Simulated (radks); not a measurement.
The numbers below are computed, except where a source is named.
Charge is removed step by step from the 4s level of Br+, starting from [Ar] 3d10 4s2 4p4. Level of theory: scalar-relativistic Kohn-Sham, PBE, spin-unpolarised, spherical densities, point nucleus (a radial shooting solver on a logarithmic mesh with Libxc functionals).

[
 {"removed (e)": "0", "E - E(0) (eV)": "0.000", "eigenvalue (eV)": "-30.395", "E minus straight line (eV)": "0.000"},
 {"removed (e)": "0.125", "E - E(0) (eV)": "3.891", "eigenvalue (eV)": "-31.872", "E minus straight line (eV)": "-0.664"},
 {"removed (e)": "0.25", "E - E(0) (eV)": "7.968", "eigenvalue (eV)": "-33.366", "E minus straight line (eV)": "-1.142"},
 {"removed (e)": "0.375", "E - E(0) (eV)": "12.232", "eigenvalue (eV)": "-34.876", "E minus straight line (eV)": "-1.432"},
 {"removed (e)": "0.5", "E - E(0) (eV)": "16.686", "eigenvalue (eV)": "-36.402", "E minus straight line (eV)": "-1.533"},
 {"removed (e)": "0.625", "E - E(0) (eV)": "21.332", "eigenvalue (eV)": "-37.943", "E minus straight line (eV)": "-1.442"},
 {"removed (e)": "0.75", "E - E(0) (eV)": "26.172", "eigenvalue (eV)": "-39.499", "E minus straight line (eV)": "-1.157"},
 {"removed (e)": "0.875", "E - E(0) (eV)": "31.206", "eigenvalue (eV)": "-41.069", "E minus straight line (eV)": "-0.677"},
 {"removed (e)": "1", "E - E(0) (eV)": "36.438", "eigenvalue (eV)": "-42.653", "E minus straight line (eV)": "0.000"}
]

Removing the whole electron costs 36.438 eV by Delta-SCF, against 30.395 eV from minus the eigenvalue at the starting occupation. Slater's transition state (half an electron removed) gives 36.402 eV. Integrating minus the eigenvalue over the occupation (Janak's theorem) gives 36.443 eV. In this scalar-relativistic scheme the density is built from large components alone, so the theorem holds only approximately. The mean slope of the eigenvalue, de/dn, is 12.3 eV per electron.
